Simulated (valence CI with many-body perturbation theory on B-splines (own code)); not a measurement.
Results of a calculation; reference values are marked as such.
## Br XIII: magnetic and hyperfine properties of the levels

Method: valence CI with perturbative core correlation (CI+MBPT): five valence electrons over a frozen Dirac-Fock core [Ar], radial functions for each j: 7 s, 7 p, 8 d, 6 f, 4 g, 1 h, with the one-electron correlation potential Σ1 (screened to all orders), the two-electron term Σ2, the three-electron term Σ3, Breit, model QED; selected single and double excitations, second order for the rest, scaled by the run's own slope (own B-spline code, finite nucleus).

No measured spectrum was set against this ion. As an estimate, terms of the open shell hold to 2 to 4 % of their energy, and close levels can change places. Among the levels kept, up to 290 cm⁻¹ of a level comes from second order outside the variational space, and about a tenth of that is noise between levels of different J, which matters for small intervals. The list stops below the first excitations out of the core. Only levels of the ground parity were solved; by the run's estimate the other parity begins above the list, which can be wrong where configurations are misplaced.

A/g_I is the dipole constant over the nuclear g factor μ/I (μ in nuclear magnetons, uniformly magnetised nucleus), B/Q the quadrupole constant per barn. Both hold the static response of the core; the bare values leave it out. Large factors of s and p1/2 electrons are usually good to 5 to 10 %; those of open d and f shells near neutrality can be off by tens of per cent, and small factors of p3/2, d and f electrons come from cancelling terms and can be off by a factor of two or in sign, in half-filled shells by more. B is blank for J = 1/2, where it vanishes, and for nearly pure S terms. Energies count from the lowest level.

Names give the largest LS component (configuration and term), which can be under half, so a name can repeat, a term be missing and a line seem to break the LS rules; names also repeat where a configuration has a term twice. Letters in brackets count levels of one name in rising energy.

```
         Level  E (cm⁻¹)      g  A/g_I (MHz)  A/g_I bare  B/Q (MHz/b)  B/Q bare
    3d5 6S_5/2       0.0  1.995         -524       -10.0                       
    3d5 4G_5/2     69436  0.621         3270        3110          623       647
   3d5 4G_11/2     70283  1.268         2250        2410        -65.8     -62.4
    3d5 4G_7/2     70479  0.991         2430        2460          630       655
    3d5 4G_9/2     70926  1.171         2190        2300          501       523
    3d5 4P_5/2     75048  1.473          921        1180         2380      2450
    3d5 4P_3/2     76926  1.563         1620        1930         1630      1680
    3d5 4P_1/2     79185  2.260        -2080       -1430                       
    3d5 4D_7/2     85214  1.414         1300        1540          943       962
    3d5 4D_1/2     88304  0.400         5750        5480                       
    3d5 4D_5/2     89234  1.416         1610        1840        -1470     -1520
    3d5 4D_3/2     89675  1.342         2220        2420        -1020     -1050
   3d5 2I_11/2    101150  0.937         2880        2880          252       262
   3d5 2I_13/2    102960  1.076         2730        2790        -16.6     -13.6
3d5 2D_5/2 [a]    106860  1.075         2140        2210          837       867
3d5 2D_3/2 [a]    110380  0.702         4240        4130        -59.2     -58.4
3d5 2F_7/2 [a]    113230  1.147         2780        2880        -1680     -1740
    3d5 4F_9/2    114970  1.252         2000        2160        -84.8     -92.1
    3d5 4F_5/2    117710  1.008         2800        2840        -1440     -1490
    3d5 4F_7/2    119760  1.202         1870        2000        -1120     -1160
    3d5 4F_3/2    121690  0.520         4420        4220         -410      -421
    3d5 2H_9/2    122860  1.033         2670        2720         1050      1080
3d5 2F_5/2 [a]    127690  1.015         2210        2250          367       387
3d5 2G_7/2 [a]    127900  0.918         3490        3480         -840      -877
   3d5 2H_11/2    128510  1.078         2650        2720         -231      -239
3d5 2G_9/2 [a]    133060  1.065         2520        2580         -767      -798
3d5 2F_5/2 [b]    136100  0.888         2670        2650         -569      -580
3d5 2F_7/2 [b]    137450  1.144         2640        2740         1020      1060
    3d5 2S_1/2    148520  1.995         -550       -40.3                       
3d5 2D_3/2 [b]    165750  0.801         3370        3300         -577      -599
3d5 2D_5/2 [b]    167400  1.186         2220        2340         -365      -381
3d5 2G_9/2 [b]    184340  1.110         2440        2530         -693      -711
3d5 2G_7/2 [b]    185060  0.891         3310        3280         1020      1060
    3d5 2P_3/2    221720  1.307         2160        2340        -1620     -1680
    3d5 2P_1/2    223230  0.677          423         285                       
3d5 2D_5/2 [c]    242290  1.199         1890        2010         -379      -392
3d5 2D_3/2 [c]    243540  0.823         4490        4440         2060      2130
```

Q: Take the isotope of mass number 81, with I = 3/2, μ = 2.2686 μN and Q = 0.2579 b. What is the hyperfine structure of 3d5 4G_9/2?

A: From the table A = 3310 MHz, B = 129 MHz. Shifts from the centre of gravity in MHz: F = 3: -27200, F = 4: -14100, F = 5: 2430, F = 6: 22400.
